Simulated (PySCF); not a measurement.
**Simulated absorption spectrum**

Compound: Mo(NH)Cl4 (singlet state).
Bonds: Mo1–N2, Mo1–Cl4, Mo1–Cl5, Mo1–Cl6, Mo1–Cl7. Hydrogens: H3 on N2.

The calculation used PySCF, TDDFT B3LYP/def2-SVPD, vertical, gas phase, core orbitals frozen in the response, def2 core potentials past Kr. Geometry: PBE0-D3(BJ)/def2-SVP; no solvent, vibrations or thermal averaging. Spin–orbit coupling is left out.

Computed states:

| state | E (eV) | f |
| --- | --- | --- |
| S1 | 2.22 | 0.0000 |
| S2 | 2.42 | 0.0041 |
| S3 | 2.43 | 0.0043 |
| S4 | 2.49 | 0.0000 |
| S5 | 2.85 | 0.042 |
| S6 | 2.85 | 0.043 |
| S7 | 3.48 | 0.0000 |
| S8 | 3.72 | 0.0007 |
| S9 | 3.74 | 0.0006 |

Each state is given a Gaussian of 0.4 eV full width at half maximum, with ε(max) = 2.175×10⁸ f / Δν̃ (Δν̃ the width in cm⁻¹). The width is an assumption, not a result. The curve ends short of the highest state used, and states not computed would add to its high-energy end.

(1) Give the broadened spectrum and its maxima.

(2) Coming from long wavelengths, where does ε first pass 100 L mol⁻¹ cm⁻¹?

(3) On this curve, what absorbance would a 10⁻⁴ mol/L sample give at 532 nm over a 1 cm path?

(4) Does any computed singlet lie in the visible range?

## Answers

(1) 
```json
{"λ (nm)": "395.4", "ε (L mol⁻¹ cm⁻¹)": "1397"}
{"λ (nm)": "403.9", "ε (L mol⁻¹ cm⁻¹)": "2489"}
{"λ (nm)": "412.5", "ε (L mol⁻¹ cm⁻¹)": "3773"}
{"λ (nm)": "421.0", "ε (L mol⁻¹ cm⁻¹)": "4913"}
{"λ (nm)": "429.6", "ε (L mol⁻¹ cm⁻¹)": "5624"}
{"λ (nm)": "438.1", "ε (L mol⁻¹ cm⁻¹)": "5730"}
{"λ (nm)": "446.7", "ε (L mol⁻¹ cm⁻¹)": "5278"}
{"λ (nm)": "455.2", "ε (L mol⁻¹ cm⁻¹)": "4472"}
{"λ (nm)": "463.8", "ε (L mol⁻¹ cm⁻¹)": "3533"}
{"λ (nm)": "472.3", "ε (L mol⁻¹ cm⁻¹)": "2672"}
{"λ (nm)": "480.9", "ε (L mol⁻¹ cm⁻¹)": "1973"}
{"λ (nm)": "489.4", "ε (L mol⁻¹ cm⁻¹)": "1474"}
{"λ (nm)": "498.0", "ε (L mol⁻¹ cm⁻¹)": "1133"}
{"λ (nm)": "506.5", "ε (L mol⁻¹ cm⁻¹)": "912"}
{"λ (nm)": "515.1", "ε (L mol⁻¹ cm⁻¹)": "757"}
{"λ (nm)": "523.6", "ε (L mol⁻¹ cm⁻¹)": "639"}
{"λ (nm)": "532.2", "ε (L mol⁻¹ cm⁻¹)": "538"}
{"λ (nm)": "540.8", "ε (L mol⁻¹ cm⁻¹)": "446"}
{"λ (nm)": "549.3", "ε (L mol⁻¹ cm⁻¹)": "362"}
{"λ (nm)": "557.9", "ε (L mol⁻¹ cm⁻¹)": "285"}
{"λ (nm)": "566.4", "ε (L mol⁻¹ cm⁻¹)": "220"}
{"λ (nm)": "575.0", "ε (L mol⁻¹ cm⁻¹)": "164"}
{"λ (nm)": "583.5", "ε (L mol⁻¹ cm⁻¹)": "120"}
{"λ (nm)": "592.1", "ε (L mol⁻¹ cm⁻¹)": "86"}
{"λ (nm)": "600.6", "ε (L mol⁻¹ cm⁻¹)": "60"}
{"λ (nm)": "609.2", "ε (L mol⁻¹ cm⁻¹)": "41"}
{"λ (nm)": "617.7", "ε (L mol⁻¹ cm⁻¹)": "28"}
{"λ (nm)": "626.3", "ε (L mol⁻¹ cm⁻¹)": "19"}
{"λ (nm)": "634.8", "ε (L mol⁻¹ cm⁻¹)": "12"}
{"λ (nm)": "643.4", "ε (L mol⁻¹ cm⁻¹)": "8"}
{"λ (nm)": "651.9", "ε (L mol⁻¹ cm⁻¹)": "5"}
{"λ (nm)": "660.5", "ε (L mol⁻¹ cm⁻¹)": "3"}
{"λ (nm)": "669.0", "ε (L mol⁻¹ cm⁻¹)": "2"}
{"λ (nm)": "677.6", "ε (L mol⁻¹ cm⁻¹)": "1"}
{"λ (nm)": "686.1", "ε (L mol⁻¹ cm⁻¹)": "1"}
{"λ (nm)": "694.7", "ε (L mol⁻¹ cm⁻¹)": "0"}
{"λ (nm)": "703.3", "ε (L mol⁻¹ cm⁻¹)": "0"}
{"λ (nm)": "711.8", "ε (L mol⁻¹ cm⁻¹)": "0"}
{"λ (nm)": "720.4", "ε (L mol⁻¹ cm⁻¹)": "0"}
{"λ (nm)": "728.9", "ε (L mol⁻¹ cm⁻¹)": "0"}
{"λ (nm)": "737.5", "ε (L mol⁻¹ cm⁻¹)": "0"}
{"λ (nm)": "746.0", "ε (L mol⁻¹ cm⁻¹)": "0"}
{"λ (nm)": "754.6", "ε (L mol⁻¹ cm⁻¹)": "0"}
{"λ (nm)": "763.1", "ε (L mol⁻¹ cm⁻¹)": "0"}
```

Maxima: 435 nm (2.85 eV), ε about 5800, made up of S5 (50%) and S6 (50%) (ε in L mol⁻¹ cm⁻¹; maxima over ε = 5, shares over 10%).

(2) At about 588 nm (2.11 eV), 0.12 eV below S1.

(3) 532 nm is 2.331 eV, where ε is about 540 L mol⁻¹ cm⁻¹, so A = ε c l ≈ 0.054 (Beer–Lambert, with the gas-phase spectrum and the assumed width).

(4) 6 computed singlets (S1 to S6) lie in the visible range (380 to 750 nm), the largest f among them at 435 nm, f = 0.043; light of that wavelength is violet to blue, and its complementary colour is yellow-green to yellow; a Tamm–Dancoff triplet lies at 574 nm, without intensity as long as spin–orbit coupling is left out.
